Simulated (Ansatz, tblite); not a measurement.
Removing an electron: V(NH)(OH)3 (VNO3H4). The state is a singlet with charge 0. Geometry: PBE0-D4/def2-SVP. Ansatz, gas phase; energy differences of separate SCF runs; the oxidised species was run as a doublet alone.

```
atom   x (Å)   y (Å)   z (Å)
  V1   0.067  -0.050   0.276
  N2  -0.304   0.229  -1.253
  H3  -0.540   0.407  -2.227
  O4   1.757   0.357   0.534
  H5   2.326   0.691  -0.166
  O6  -0.204  -1.752   0.624
  H7  -0.525  -2.375  -0.036
  O8  -0.957   0.946   1.300
  H9  -1.620   1.547   0.947
```

The xTB rows come from tblite. HOMO above LUMO, or a gap near zero within one spin, warns that the state may not be the lowest or that an electron is smeared out.

```csv
level,−HOMO (eV),vertical IE (eV),−LUMO (eV),HOMO–LUMO gap (eV),remarks
GFN1-xTB,12.58,16.27,9.62,2.97,–
GFN2-xTB,11.69,15.10,8.09,3.60,–
PBE-D4/def2-TZVP,7.02,10.18,2.43,4.59,gap within one spin near zero (+1 doublet)
r2SCAN-D4/def2-TZVP,7.39,10.40,2.43,4.95,"gap within one spin near zero (+1 doublet), restricted SCF unstable in HF (singlet)"
PBE0-D4/def2-TZVP,8.59,10.67,1.57,7.02,restricted SCF unstable in HF (singlet)
```

  Raw xTB energy differences between charge states are shifted by several eV; the methods need an empirical correction for them.
